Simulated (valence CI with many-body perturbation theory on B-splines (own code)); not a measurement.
# Forbidden lines of Tb49+

Level of theory: relativistic CI+MBPT: six valence electrons over a frozen Dirac-Fock core [Ne], radial functions for each j: 9 s, 9 p, 8 d, 6 f, 3 g, 1 h, with the one-electron correlation potential Σ1 (screened to all orders), the two-electron term Σ2, the three-electron term Σ3, Breit, model QED; selected single and double excitations, second order for the rest, scaled by the run's own slope (own B-spline code, finite nucleus).

No measured spectrum was set against this ion. As an estimate, large intervals hold to a few tenths of a per cent, small ones and those within an open d or f shell to about a per cent. Among the levels kept, up to 1100 cm⁻¹ of a level comes from second order outside the variational space, and about a tenth of that is noise between levels of different J, which matters for small intervals.

Lines 1 to 27 of 27 in falling wavelength, among levels below 473.10 eV, chosen from the decays that carry over 1 % of a level's rate. Wavelengths and rates use the calculated energies. Electric multipoles are in the length gauge with retardation, E1 and E2 with the static RPA response of the core. M1 uses the relativistic operator with retardation. S is in atomic units (e²a₀⁴ for E2 and M2, e²a₀⁶ for E3), for M1 in squared Bohr magnetons. Weak lines are less certain than strong ones. Lines between different terms over intervals too small for the method are left out, as are lines whose strength nearly cancels.

Levels are named by their leading jj configuration (3d3/2^4 stands for four electrons in 3d with j = 3/2), which in mixed levels can hold well under half, so a name can repeat and another be missing. Letters in brackets count levels of one name in rising energy.

```csv
λ vac (nm),Upper,Lower,Type,A (s⁻¹),S (a.u.)
74.80,(3s^2 3p1/2^2 3p3/2^2) J=0,(3s^2 3p1/2^2 3p3/2^2) J=2,E2,1.06e+01,2.22e-03
31.10,(3s^2 3p1/2^2 3p3/2 3d5/2) J=4,(3s^2 3p1/2^2 3p3/2 3d3/2) J=3,M1,4.04e+05,4.05e+00
30.79,(3s^2 3p1/2 3p3/2^2 3d5/2) J=4 [b],(3s^2 3p1/2 3p3/2^2 3d3/2) J=4,M1,1.19e+05,1.16e+00
28.70,(3s^2 3p1/2 3p3/2^2 3d5/2) J=5,(3s^2 3p1/2 3p3/2^2 3d3/2) J=4,M1,4.57e+05,4.41e+00
25.83,(3s^2 3p1/2 3p3/2^2 3d5/2) J=4 [b],(3s^2 3p1/2 3p3/2^2 3d3/2) J=3 [a],M1,3.17e+05,1.82e+00
10.03,(3s^2 3p1/2 3p3/2^2 3d3/2) J=4,(3s^2 3p1/2^2 3p3/2 3d5/2) J=3,M1,2.17e+05,7.31e-02
8.081,(3s^2 3p1/2 3p3/2^2 3d5/2) J=4 [a],(3s^2 3p1/2^2 3p3/2 3d5/2) J=3,M1,1.45e+07,2.56e+00
7.564,(3s^2 3p1/2 3p3/2^2 3d5/2) J=4 [b],(3s^2 3p1/2^2 3p3/2 3d5/2) J=3,M1,4.51e+06,6.51e-01
7.431,(3s^2 3p1/2 3p3/2^2 3d5/2) J=5,(3s^2 3p1/2^2 3p3/2 3d5/2) J=3,E2,1.12e+05,2.50e-03
7.342,(3s^2 3p1/2 3p3/2^3) J=1,(3s^2 3p1/2^2 3p3/2^2) J=0,M1,1.67e+07,7.33e-01
7.095,(3s^2 3p1/2 3p3/2^2 3d5/2) J=4 [a],(3s^2 3p1/2^2 3p3/2 3d5/2) J=4,M1,3.83e+07,4.56e+00
6.820,(3s^2 3p1/2 3p3/2^2 3d5/2) J=4 [b],(3s^2 3p1/2^2 3p3/2 3d5/2) J=2,E2,2.27e+05,2.69e-03
6.708,(3s^2 3p1/2 3p3/2^2 3d3/2) J=4,(3s^2 3p1/2^2 3p3/2 3d3/2) J=3,M1,9.00e+06,9.07e-01
6.708,(3s^2 3p1/2 3p3/2^2 3d3/2) J=4,(3s^2 3p1/2^2 3p3/2 3d3/2) J=3,E2,3.95e+05,4.31e-03
6.694,(3s^2 3p1/2 3p3/2^2 3d5/2) J=4 [b],(3s^2 3p1/2^2 3p3/2 3d5/2) J=4,M1,5.38e+06,5.39e-01
6.694,(3s^2 3p1/2 3p3/2^2 3d5/2) J=4 [b],(3s^2 3p1/2^2 3p3/2 3d5/2) J=4,E2,2.72e+05,2.93e-03
6.685,(3s^2 3p1/2 3p3/2^3) J=1,(3s^2 3p1/2^2 3p3/2^2) J=2,M1,5.16e+07,1.71e+00
6.589,(3s^2 3p1/2 3p3/2^2 3d5/2) J=5,(3s^2 3p1/2^2 3p3/2 3d5/2) J=4,M1,9.83e+06,1.15e+00
6.589,(3s^2 3p1/2 3p3/2^2 3d5/2) J=5,(3s^2 3p1/2^2 3p3/2 3d5/2) J=4,E2,3.85e+05,4.69e-03
6.467,(3s^2 3p3/2^4) J=0,(3s^2 3p1/2 3p3/2^3) J=2,E2,2.14e+06,2.16e-03
6.451,(3s^2 3p1/2 3p3/2^2 3d3/2) J=4,(3s^2 3p1/2^2 3p3/2 3d3/2) J=2,E2,1.95e+05,1.75e-03
6.396,(3s^2 3p1/2 3p3/2^3) J=2,(3s^2 3p1/2^2 3p3/2^2) J=2,M1,3.22e+07,1.56e+00
6.396,(3s^2 3p1/2 3p3/2^3) J=2,(3s^2 3p1/2^2 3p3/2^2) J=2,E2,7.21e+05,3.45e-03
6.195,(3s^2 3p3/2^4) J=0,(3s^2 3p1/2 3p3/2^3) J=1,M1,1.40e+08,1.23e+00
5.920,(3s^2 3p1/2 3p3/2^2 3d5/2) J=3 [b],(3s^2 3p1/2^2 3p3/2 3d5/2) J=4,M1,3.01e+07,1.62e+00
5.777,(3s^2 3p1/2 3p3/2^2 3d5/2) J=4 [a],(3s^2 3p1/2^2 3p3/2 3d3/2) J=3,M1,7.80e+05,5.02e-02
5.051,(3s^2 3p1/2^2 3p3/2 3d5/2) J=4,(3s^2 3p1/2^2 3p3/2^2) J=2,M2,7.87e+03,2.08e-05
```
